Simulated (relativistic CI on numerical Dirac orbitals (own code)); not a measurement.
Transition arrays of Dy20+

Calculated at this level of theory: Dirac-Coulomb-Breit CI, KLI orbitals optimised for each configuration, model QED (radiative potential, 1s self-energy scaled to tabulated hydrogen-like ionisation energies), valence Slater integrals scaled by 0.9, whole transition arrays (own radial code, finite nucleus).

CI space (outside the closed core [Kr]): 4d¹⁰, 4d⁹4f, 4d⁹5p, 4d⁹5f. Levels of other configurations are missing.

All E1 lines from the levels of 4d¹⁰; mean and standard deviation are weighted by gf, and upper levels are sorted by their leading configuration.

```tsv
Upper configuration	Lines	Σgf	Mean (eV)	Mean (nm)	σ (eV)	Strongest line (nm)
4d⁹4f	3	8.3	198.79	6.237	3.13	6.229
4d⁹5p	3	1.0	257.09	4.823	3.35	4.810
4d⁹5f	3	1.1	377.45	3.285	3.78	3.316
```

Σgf per state of the lower configuration in bins of 0.1 nm over the central range (centre: value): 3.25: 0.53, 3.35: 0.57, 4.85: 0.87, 6.25: 8.25.

Q: How do configuration mixing and the scaling of the Slater integrals move the arrays?

A: Slater scale 0.9, no configuration mixing: 4d⁹4f 198.9 ± 3.2 eV (Σgf 8.1), 4d⁹5p 257.4 ± 3.3 eV (Σgf 1.1), 4d⁹5f 377.4 ± 3.8 eV (Σgf 1.3); Slater scale 1: 4d⁹4f 202.9 ± 3.1 eV (Σgf 8.5), 4d⁹5p 257.2 ± 3.4 eV (Σgf 0.9), 4d⁹5f 377.6 ± 3.8 eV (Σgf 1.1); Slater scale 0.8: 4d⁹4f 194.6 ± 3.1 eV (Σgf 8.1), 4d⁹5p 257.0 ± 3.3 eV (Σgf 1.0), 4d⁹5f 377.3 ± 3.8 eV (Σgf 1.1). With mixing, levels are counted to their leading configuration, so an array can shrink or vanish into another, and the sums then hold other lines.
